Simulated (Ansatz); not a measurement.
S-phenylphenoxathiinium tetracyanoborate (C₂₂H₁₃BN₄OS), 42 atoms. Hardware: 2 threads of AMD EPYC 7R13 on a shared host and a share (18 GiB) of an NVIDIA H100 80GB HBM3.

Correlated methods freeze 33 core orbitals. Single mean-field runs in def2-SVP, def2-TZVP are fitted with def2-universal-jkfit.

(1) How many basis functions does each of these Ansatz runs have, and roughly what does it cost? r2SCANh-D4/def2-TZVP, charge 0 singlet, energy, from earlier orbitals; PBE-D4/def2-TZVP, charge -1 doublet, energy, from earlier orbitals; PBE0-D4/def2-TZVP, charge -1 doublet at the geometry of the charge 0 singlet, energy; r2SCAN-D4/def2-TZVP, charge 0 singlet, energy, from earlier orbitals; PBE-D4/def2-TZVP, charge -1 doublet at the geometry of the charge 0 singlet, energy, from earlier orbitals; BLYP-D4/def2-TZVP, charge 0 singlet, energy, from earlier orbitals; MP2/def2-SVP, charge 0 singlet, energy, from earlier orbitals; PBE-D4/def2-TZVP, charge 0 singlet, energy and forces, from earlier orbitals; RPA@PBE/def2-SVP, charge 0 singlet, energy, from earlier orbitals; PBE0-D4/def2-TZVP, charge 1 doublet at the geometry of the charge 0 singlet, energy; PBE-D4/def2-SVP, charge 0 singlet, energy, from earlier orbitals; r2SCAN0-D4/def2-TZVP, charge 1 doublet at the geometry of the charge 0 singlet, energy, from earlier orbitals.

Results:

(1) Other jobs shared the machine, so times can vary by a factor of up to 3. A dash marks memory too small to be measured apart from the calling script's.

| run | functions | fitting or Cholesky vectors | wall time | peak host memory (GiB) |
| --- | --- | --- | --- | --- |
| PBE-D4/def2-SVP, charge 0 singlet, energy, from earlier orbitals | 475 | 2472 | 19 s | – |
| BLYP-D4/def2-TZVP, charge 0 singlet, energy, from earlier orbitals | 983 | 2472 | 20 s | – |
| r2SCAN-D4/def2-TZVP, charge 0 singlet, energy, from earlier orbitals | 983 | 2472 | 20 s | – |
| r2SCANh-D4/def2-TZVP, charge 0 singlet, energy, from earlier orbitals | 983 | 2472 | 22 s | – |
| PBE-D4/def2-TZVP, charge 0 singlet, energy and forces, from earlier orbitals | 983 | 2472 | 24 s | – |
| MP2/def2-SVP, charge 0 singlet, energy, from earlier orbitals | 475 | 4893 | 27 s | – |
| RPA@PBE/def2-SVP, charge 0 singlet, energy, from earlier orbitals | 475 | 4893 | 29 s | 2.9 |
| PBE-D4/def2-TZVP, charge -1 doublet at the geometry of the charge 0 singlet, energy, from earlier orbitals | 983 | 2472 | 29 s | 1.6 |
| PBE-D4/def2-TZVP, charge -1 doublet, energy, from earlier orbitals | 983 | 2472 | 31 s | – |
| PBE0-D4/def2-TZVP, charge 1 doublet at the geometry of the charge 0 singlet, energy | 983 | 2472 | 36 s | 1.7 |
| r2SCAN0-D4/def2-TZVP, charge 1 doublet at the geometry of the charge 0 singlet, energy, from earlier orbitals | 983 | 2472 | 40 s | 1.6 |
| PBE0-D4/def2-TZVP, charge -1 doublet at the geometry of the charge 0 singlet, energy | 983 | 2472 | 41 s | 1.7 |
